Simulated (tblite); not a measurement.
Compound: C7H6PS (charge -1).
Geometry (GFN2-xTB, Å), atoms numbered from 1 in this order:
```xyz
15
C7H6PS angstrom
C      3.5642   -0.0962   -0.4466
C      2.3070   -0.7618   -0.1457
C      1.2238   -1.2489    0.0828
P     -0.2278   -2.1320    0.4797
C     -1.3696   -0.8378    0.1355
C     -1.1760    0.4541   -0.3161
C     -2.3610    1.1864   -0.4684
C     -3.4824    0.4899   -0.1434
S     -3.0870   -1.1263    0.3730
H      4.4047   -0.7081   -0.1090
H      3.6697    0.0713   -1.5230
H      3.6183    0.8724    0.0592
H     -0.1927    0.8383   -0.5261
H     -2.3855    2.2106   -0.8143
H     -4.5103    0.7961   -0.1651
```

Computed values, GFN2-xTB/tblite, gas phase, harmonic and unscaled. The method is semi-empirical: single wavenumbers can be off by several per cent or more. One conformer, not necessarily the lowest. The optimisation stopped once no atom felt more than 0.01 eV/Å.

Lowest wavenumbers of the output (negative numbers stand for imaginary wavenumbers):
```
mode    cm-1
  1     -30.8
  2      46.7
  3      59.6
  4     173.5
  5     182.3
  6     199.7
  7     225.4
  8     246.0
  9     304.8
 10     400.2
```

Problem. Is this structure a minimum?

Solution. Not by this Hessian. 1 mode is imaginary beyond 20i (31i cm⁻¹), so at this level the point lies at or near a first-order saddle. The curvature is small, so loose convergence or finite differences may be the whole cause.

Problem. Which atoms move in the imaginary mode?

Solution. 31i: H10 (methyl hydrogen) 34 %, H12 (methyl hydrogen) 33 %, H11 (methyl hydrogen) 32 %. These are shares of the mass-weighted motion.

Problem. What is the remedy?

Solution. Step along that mode in both directions, optimise again with tighter thresholds and repeat the frequencies. The zero-point energy of this point (63.1 kcal/mol) counts the 38 real modes alone, and thermal corrections from it aren't those of a minimum.
